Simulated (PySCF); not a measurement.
# Where the electron goes

cis-Ti(H2O)2Cl4 (singlet state).
Cartesian coordinates in Å at the PBE0-D3(BJ)/def2-SVP level; atoms count from 1:
```xyz
11
Cl4H4O2Ti angstrom
Ti    -0.5180   -0.0109   -0.5232
O     -0.3441   -0.0223    1.6764
H     -0.7521   -0.8147    2.0515
H     -0.7726    0.7547    2.0603
Cl    -0.3125   -0.0009   -2.7083
O      1.6808    0.0027   -0.3536
H      2.0501    0.8079   -0.7416
H      2.0757   -0.7599   -0.7983
Cl    -2.7030   -0.0219   -0.3175
Cl    -0.1632    2.1975   -0.1463
Cl    -0.1431   -2.2176   -0.1684
```

Theory: TDDFT CAM-B3LYP/def2-SVPD, vertical, gas phase, core orbitals frozen in the response (PySCF 2.14.0, density-fitted response routines).

Frontier orbitals with the atoms that hold most of them (Löwdin shares over 4%, at most four atoms; ? is withheld):

| orbital | ε (eV) | atoms |
| --- | --- | --- |
| HOMO-3 | -10.34 | Cl10 44%, Cl11 43% |
| HOMO-2 | -10.17 | Cl5 39%, Cl9 39%, Cl10 10%, Cl11 9% |
| HOMO-1 | -9.95 | Cl5 27%, Cl11 24%, Cl9 24%, Cl10 23% |
| HOMO | -9.94 | Cl11 30%, Cl10 29%, Cl9 20%, Cl5 18% |
| LUMO | ? | Ti1 78%, Cl11 6%, Cl10 5%, Cl9 5% |
| LUMO+1 | -2.54 | Ti1 80%, Cl9 8%, Cl5 8% |
| LUMO+2 | -2.46 | Ti1 76%, Cl11 7%, Cl10 7%, Cl5 5% |

Problem. What is the LUMO energy, and the HOMO–LUMO gap?

Solution. ε(LUMO) = -2.59 eV; the gap is 7.36 eV (0.2703 hartree).

Problem. The HOMO–LUMO gap is 7.36 eV. Where does the response calculation put the lowest singlet, and from which orbitals?

Solution. S1 is at 3.71 eV (f = 0.0020), 3.65 eV below the gap, made of HOMO-1/HOMO→LUMO (87%), HOMO-2→LUMO+1 (11%). 

For S1 the Löwdin share of titanium is at most 4% in HOMO and 78% in LUMO (ligand-to-metal charge transfer by this measure).

Next come S2 at 3.73 eV (f 0.0000), HOMO-1/HOMO→LUMO+1 (98%); S3 at 3.74 eV (f 0.0002), HOMO-1/HOMO→LUMO+1 (≥93%); S4 at 3.84 eV (f 0.0006), HOMO-1/HOMO→LUMO (50%), HOMO-1/HOMO→LUMO+2 (49%); S5 at 3.86 eV (f 0.0000), HOMO-1/HOMO→LUMO+2 (≥80%), HOMO-2→LUMO+1 (14%).

Orbitals of the list HOMO-3 to LUMO+2 that lie within 0.01 eV of each other are written together with a slash and their weights summed (≥ marks a lower bound); for degenerate orbitals outside that list single weights are arbitrary.

Time: 3.0 min of wall time (grids of density and orbitals included); peak memory 1.2 GiB. Hardware: one thread, Intel Xeon at 2.50 GHz (x86_64), on a shared host.
